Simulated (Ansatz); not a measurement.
Species: C$_{6}$H$_{11}$, net charge 0, doublet state. It need not be the lowest isomer of its formula. 
Coordinates optimised at B3LYP-D3(BJ)/def2-TZVP (Ansatz, a program for electronic structure):
SMILES: [C](/C(C)C)=C/C
```xyz
17

C      2.4890    -0.4565    -0.4312
C      1.5606    -0.3038     0.7532
C      0.2769    -0.0635     0.6894
C     -0.8066     0.1552    -0.2829
C     -1.4187     1.5555    -0.1354
C     -1.8829    -0.9347    -0.1782
H      1.9595    -0.3416    -1.3766
H      3.2874     0.2893    -0.3933
H      2.9649    -1.4406    -0.4231
H      2.0292    -0.4080     1.7311
H     -0.3606     0.0894    -1.2892
H     -2.1888     1.7160    -0.8925
H     -1.8777     1.6690     0.8485
H     -0.6588     2.3296    -0.2451
H     -2.6544    -0.7819    -0.9355
H     -1.4521    -1.9265    -0.3182
H     -2.3580    -0.9079     0.8042
```
Charge 0, spin multiplicity 2.

Parts of the frozen-core correlation energy in 6-31G (Ansatz, hartree). Frozen orbitals: 6; correlated occupied orbitals by spin: 18 and 17; virtual: 52 and 53. UHF or UKS for open shells. No spin-orbit coupling. No relativistic terms.

```
term                            value
-------------------------  ----------
reference (HF)             -233.44965
MP2 opposite-spin          (withheld)
MP2 same-spin              (withheld)
CCSD correlation           (withheld)
(T)                          -0.01528
T1 diagnostic                   0.025
largest doubles amplitude       0.116
<S^2> of the reference          0.964
```

Problem. What belongs in the gaps?

Solution. 
- MP2 opposite-spin, value: -0.39713
- MP2 same-spin, value: -0.11155
- CCSD correlation, value: -0.58942
